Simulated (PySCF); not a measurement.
A PySCF script (with the pyscf-properties extension) for the NMR shieldings of `C#CBOC/C=C\[SiH3]`, C$_{5}$H$_{9}$BOSi, on a GFN2-xTB geometry:

```python
import basis_set_exchange as bse
import numpy as np
from pyscf import gto, dft
from pyscf.prop import nmr

atoms = """
C     3.755829    0.906461    0.534020
C     2.617071    1.081606    0.185559
B     1.165057    1.289152   -0.237106
O     0.248637    0.329177   -0.187361
C     0.480796   -0.989328    0.239601
C    -0.757313   -1.562559    0.860597
C    -1.949873   -1.003026    0.740773
Si   -2.305421    0.567732   -0.242811
H     4.755997    0.772231    0.832531
H     0.797839    2.333359   -0.626038
H     1.318848   -1.024026    0.949329
H     0.763976   -1.596470   -0.634709
H    -0.590878   -2.482075    1.410428
H    -2.784605   -1.491512    1.224977
H    -3.780724    0.649533   -0.256053
H    -1.900844    0.457156   -1.644105
H    -1.841390    1.774618    0.438305
"""
names = dict.fromkeys(["C", "B", "O", "Si", "H"], "pcSseg-1")
basis = {el: gto.basis.parse(bse.get_basis(n, elements=[el], fmt="nwchem")) for el, n in names.items()}
mol = gto.M(atom=atoms, basis=basis, charge=0, verbose=0)
mf = dft.RKS(mol, xc="PBE0")
mf.grids.level = 2
mf.grids.alignment = dft.numint.BLKSIZE   # the property module wants whole blocks of grid points
mf.conv_tol = 1e-9
mf.kernel()

calc = nmr.RKS(mf)   # GIAO
C = mf.mo_coeff
Co = C[:, mf.mo_occ > 0]
resp = mf.gen_response(singlet=True, hermi=2)
def vind(x):   # induced exchange potential for any number of trial vectors
    d = np.einsum("pi,xij,qj->xpq", C, 2 * x.reshape(-1, C.shape[1], Co.shape[1]), Co, optimize=True)
    return np.einsum("xpq,pi,qj->xij", resp(d - d.transpose(0, 2, 1)), C, Co, optimize=True).ravel()
mo1, _ = nmr.rhf.solve_mo1(calc, with_cphf=vind)
sigma = calc.kernel(mo1)
for i, s in enumerate(sigma):   # ppm
    w = np.linalg.eigvalsh((s + s.T) / 2)
    print("%2d %-2s iso %8.1f  s11 %8.1f  s22 %8.1f  s33 %8.1f" % (i, mol.atom_pure_symbol(i), w.mean(), *w))
```

Q: What are the results?

A: 
```
 0 C  iso     76.9  s11      7.5  s22     15.6  s33    207.7
 1 C  iso     95.6  s11     -4.1  s22     -0.3  s33    291.2
 2 B  iso     67.1  s11     42.2  s22     53.7  s33    105.3
 3 O  iso    130.5  s11    -83.6  s22    130.6  s33    344.4
 4 C  iso    111.8  s11     87.6  s22     99.5  s33    148.4
 5 C  iso     35.8  s11    -89.2  s22     51.3  s33    145.3
 6 C  iso     58.2  s11    -56.3  s22     49.6  s33    181.3
 7 Si iso    438.3  s11    415.8  s22    425.5  s33    473.6
 8 H  iso     28.9  s11     24.7  s22     25.3  s33     36.6
 9 H  iso     26.8  s11     24.0  s22     27.7  s33     28.8
10 H  iso     26.2  s11     21.2  s22     28.4  s33     28.9
11 H  iso     26.6  s11     23.2  s22     25.8  s33     30.9
12 H  iso     25.0  s11     23.4  s22     24.0  s33     27.5
13 H  iso     25.4  s11     24.3  s22     24.5  s33     27.5
14 H  iso     27.7  s11     24.2  s22     25.8  s33     33.1
15 H  iso     27.2  s11     23.7  s22     26.9  s33     31.0
16 H  iso     27.2  s11     23.3  s22     27.3  s33     31.1
```

These numbers come from an equivalent density-fitted implementation of the same equations, which agrees with the script to about 0.01 ppm for H and up to a few tenths of a ppm for heavy atoms, so last digits may differ.

Size and cost of the density-fitted run: 188 basis functions, 38 s wall time on 1 thread of an Arm Neoverse V1, shared host; peak memory 0.76 GiB.
